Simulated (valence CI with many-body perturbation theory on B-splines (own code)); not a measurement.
Values are calculated unless marked as measured or tabulated.
## Pt⁶⁺: what the settings do

Level of theory: configuration interaction combined with many-body perturbation theory (CI+MBPT): four valence electrons over a frozen Dirac-Fock core [Xe] 4f14, a basis of 6 s, 6 p, 5 d, 5 f, 1 g functions for each j, with the one-electron correlation potential Σ1, the two-electron term Σ2, the three-electron term Σ3, Breit, model QED; selected CI, second order for the rest, scaled by the run's own slope (own B-spline code, finite nucleus).

No measured levels were compared; by estimate terms of the open shell hold to 2 to 4 % of their energy, and close levels can change places; different configurations can be misplaced against each other by 1,000 to 8,000 cm⁻¹. Only levels of the ground parity were solved; by the run's estimate the other parity begins above the list, which can be wrong where configurations are misplaced.

The reference run has the lowest level 5d4 5D_0 and an ionisation energy of 92.6033 eV. Its largest variational space holds 10000 state functions.

Names give the largest LS component (configuration and term), which can be under half, so a name can repeat, a term be missing and a line seem to break the LS rules; names also repeat where a configuration has a term twice.

Changed runs:
A. lowest core n in screening and Σ2 4 → 2; scale of Σ1 1 → 1.1
B. correlating orbitals by l 3 3 3 3 1 → 4 4 0 0 0
C. cutoff of virtual states (hartree) 12168 → 720
D. start configuration 5d4 → 6d4 (bad on purpose)

Excitation energies of the reference run in cm⁻¹, and shifts in cm⁻¹:

| Level | Reference | A | B | C |
| --- | --- | --- | --- | --- |
| 5d4 5D_1 | 7279 | +74 | -445 | +3.6 |
| 5d4 5D_2 | 13035 | +113 | -537 | +5.3 |
| 5d4 5D_3 | 17143 | +127 | -416 | +5.8 |
| 5d4 5D_4 | 19117 | +107 | +5.4 | +4.6 |
| 5d4 3P_0 | 26870 | +137 | +490 | +5.2 |
| 5d4 3H_4 | 28291 | +138 | +378 | +5.8 |
| 5d4 3G_3 | 32877 | +131 | +865 | +4.9 |
| 5d4 3F_2 | 33913 | +126 | +1206 | +4.1 |
| 5d4 3H_5 | 35047 | +156 | +614 | +6.4 |
| 5d4 3P_1 | 35899 | +166 | +880 | +5.8 |
| 5d4 3H_6 | 38050 | +164 | +735 | +6.7 |
| 5d4 3G_4 | 41508 | +174 | +899 | +6.7 |
| Ionisation energy (eV) | 92.6033 | +0.1571 | -0.0963 | -0.0081 |

Run D: It gave no result: the start configuration must fill the lowest shells above the core. The program said: "6d is not the lowest shell of its kind above the core".
